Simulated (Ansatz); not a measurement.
Total energies of `F[C@H]1[SiH2][C@@H]1F`.

```xyz
9

F    -1.145    1.616    0.735
C    -0.078    0.858    0.341
Si    0.278   -0.966    0.607
C    -0.181    0.044   -0.907
F     0.567    0.393   -1.997
H     0.852    1.428    0.387
H     1.673   -1.288    0.968
H    -0.748   -1.931    1.053
H    -1.218   -0.156   -1.187
```

Total charge 0; spin multiplicity 1. All single points use the PBE0-D4/def2-TZVP geometry. Basis def2-TZVPP, Ansatz 0.2.0.

RPA on PBE orbitals: Hartree–Fock energy of these orbitals -565.85214 Eh, correlation -1.50422 Eh (frozen core).

```
 functional                                  kind  energy without D4 (Eh)  D4 term (kJ/mol)
LDA (SPW92)                                   LDA              -564.70165                 –
    ωB97X-V  range-separated hybrid GGA with VV10              -567.71532                 –
```

Q: Give the same for PBE, revPBE, BLYP, r2SCAN, B97M-V, PBE0, B3LYP, r2SCANh, r2SCAN0, HSE06 (plane-wave form), BHLYP, CAM-B3LYP, LC-ωPBE, ωB97M-V, B2PLYP, PBE-QIDH. (Best estimate.)

A: Computed: 
```tsv
functional	kind	energy without D4 (Eh)	D4 term (kJ/mol)
PBE	GGA	-567.41241	-15.8
revPBE	GGA	-567.70196	-51.6
BLYP	GGA	-567.79710	-35.6
r2SCAN	meta-GGA	-567.69514	-3.7
B97M-V	meta-GGA with VV10	-567.70547	–
PBE0	global hybrid, 25 % exact exchange	-567.44497	-13.2
B3LYP	global hybrid, 20 %	-567.87347	-25.6
r2SCANh	meta-GGA hybrid, 10 %	-567.67816	-4.0
r2SCAN0	meta-GGA hybrid, 25 %	-567.65407	-4.4
HSE06 (plane-wave form)	screened hybrid	-567.42598	-12.2
BHLYP	global hybrid, 50 %	-567.72409	-18.8
CAM-B3LYP	range-separated hybrid	-567.76785	-13.2
LC-ωPBE	long-range corrected hybrid	-567.59992	–
ωB97M-V	range-separated hybrid meta-GGA with VV10	-567.74428	–
B2PLYP	double hybrid	-567.54967	–
PBE-QIDH	double hybrid	-567.31857	–
```

B3LYP takes the VWN-RPA correlation (the form of Gaussian; ORCA's B3LYP/G). HSE06 is the plane-wave form, built on full-range PBE exchange. The double hybrids freeze the cores in their second-order part.

LC-ωPBE has ω = 0.4 bohr⁻¹.
